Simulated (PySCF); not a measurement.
# Electron correlation in O²⁺ (oxygen, charge +2)

[He] 2s2 2p2, high-spin 3P determinant. Calculation: PySCF 2.14, in x2c-TZVPPall with one added diffuse shell each of s, p, d type (6s4p3d1f, 40 functions); the spin-free X2C one-electron Hamiltonian (Gaussian nucleus). Frozen: 1s2; 4 electrons correlated.

```csv
level,correlation energy (mhartree)
CCSD,-95.42
(T),-1.29
CCSD(T),-96.71
CCSDT,-96.96
```

Diagnostics: T1 = 0.0046, D1 = 0.0096, largest double amplitude 0.122.

Cost of the coupled-cluster step: of the order of 1 core-seconds, for 4 correlated electrons.

Iterations:

```
CC2 = 0
CCSD nocc = (np.int64(3), np.int64(1)), nmo = (39, 39)
frozen orbitals [[0], [0]]
max_cycle = 100
direct = 0
conv_tol = 1e-08
conv_tol_normt = 1e-06
diis_space = 8
diis_start_cycle = 0
Init t2, MP2 energy = -0.0736657225189459
Init E_corr(UCCSD) = -0.0736657225191962
cycle = 1  E_corr(UCCSD) = -0.0879538250392051  dE = -0.0142881025  norm(t1,t2) = 0.0366093
cycle = 2  E_corr(UCCSD) = -0.092221145174503  dE = -0.00426732014  norm(t1,t2) = 0.0164065
cycle = 3  E_corr(UCCSD) = -0.0954833103111349  dE = -0.00326216514  norm(t1,t2) = 0.00809859
cycle = 4  E_corr(UCCSD) = -0.0954094817844386  dE = 7.38285267e-05  norm(t1,t2) = 0.00079239
cycle = 5  E_corr(UCCSD) = -0.0954235564757057  dE = -1.40746913e-05  norm(t1,t2) = 9.82284e-05
cycle = 6  E_corr(UCCSD) = -0.0954204202511363  dE = 3.13622457e-06  norm(t1,t2) = 1.51013e-05
cycle = 7  E_corr(UCCSD) = -0.0954215151494777  dE = -1.09489834e-06  norm(t1,t2) = 3.25269e-06
cycle = 8  E_corr(UCCSD) = -0.0954212521674675  dE = 2.6298201e-07  norm(t1,t2) = 7.26022e-07
cycle = 9  E_corr(UCCSD) = -0.0954212695619859  dE = -1.73945184e-08  norm(t1,t2) = 9.17425e-08
cycle = 10  E_corr(UCCSD) = -0.0954212717520053  dE = -2.1900194e-09  norm(t1,t2) = 1.18767e-08
UCCSD converged
E(UCCSD) = -73.25152312822507  E_corr = -0.09542127175200529
UCCSD(T) correction = -0.00128783596338581
```
